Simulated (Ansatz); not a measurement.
A nudged elastic band was laid between two geometries of CH5NSeSi2 (10 atoms, charge 0, multiplicity 1).

The calculation used RKS r2SCAN/def2-SVP in Ansatz.

| Item | Value |
| --- | --- |
| movable images | 9 |
| climbing image | yes |
| spring | 5.0 eV/Å² |
| optimiser | quadratic models (default) |
| start path | IDPP |
| force threshold | 0.05 eV/Å |
| iteration limit | 25 |
| end points | relaxed |

Image 0:

```xyz
10
Properties=species:S:1:pos:R:3
N -3.251 -0.188 0.161
C -2.139 0.145 0.268
Si -0.350 0.618 0.426
Si 0.955 -1.272 -0.053
Se -0.065 2.245 -1.161
H -0.172 1.123 1.820
H 2.387 -0.844 -0.085
H 0.552 -1.793 -1.390
H 0.771 -2.321 0.995
H 1.397 2.237 -0.978
```

Image 10:

```xyz
10
Properties=species:S:1:pos:R:3
N -3.038 0.087 0.458
C -1.889 0.282 0.430
Si -0.049 0.555 0.361
Si 0.957 -1.497 -0.172
Se 0.469 2.030 -1.303
H 0.331 1.082 1.703
H 2.438 -1.315 -0.212
H 0.459 -1.934 -1.508
H 0.593 -2.502 0.868
H -0.188 3.160 -0.623
```

**Question.** What changes between the two ends?

**Answer.** No bond is made or broken. The dihedral H6–Si3–Se5–H10 goes from 75 to -50°.

**Question.** What energy profile does the band end with?

**Answer.** The run converged. The highest image is number 4 of 0 to 10, 0.5 kcal/mol above the first end and 1.2 kcal/mol above the last; the last end lies 0.7 kcal/mol below the first. A vibrational analysis at the climbing image gives one clearly imaginary mode, 117i cm⁻¹: a first-order saddle point.

| image | path coordinate (Å) | energy (kcal/mol) | dihedral H6–Si3–Se5–H10 (°) |
| --- | --- | --- | --- |
| 0 | 0.00 | 0.0 | 75 |
| 1 | 0.26 | 0.1 | 65 |
| 2 | 0.51 | 0.2 | 54 |
| 3 | 0.77 | 0.4 | 41 |
| 4 | 1.02 | 0.5 | 28 |
| 5 | 1.28 | 0.5 | 14 |
| 6 | 1.54 | 0.3 | -1 |
| 7 | 1.80 | 0.0 | -15 |
| 8 | 2.06 | -0.4 | -28 |
| 9 | 2.32 | -0.6 | -40 |
| 10 | 2.58 | -0.7 | -50 |

**Question.** What is the geometry of the highest image?

**Answer.** 
```xyz
10
Properties=species:S:1:pos:R:3
N -3.178 -0.006 0.431
C -2.039 0.246 0.409
Si -0.215 0.595 0.333
Si 0.859 -1.442 -0.118
Se 0.086 2.105 -1.372
H 0.170 1.226 1.627
H 2.332 -1.202 -0.167
H 0.377 -1.906 -1.451
H 0.543 -2.462 0.926
H 1.147 2.793 -0.617
```

**Question.** What are the harmonic wavenumbers there?

**Answer.** 117i, 81, 97, 116, 125, 294, 333, 362, 459, 499, 527, 598, 670, 733, 754, 853, 925, 927, 2217, 2230, 2234, 2240, 2291, 2437 cm⁻¹.

Time of the run: 4.7 min on 2 threads of Arm Neoverse V2 (shared host), peak memory 0.2 GiB.
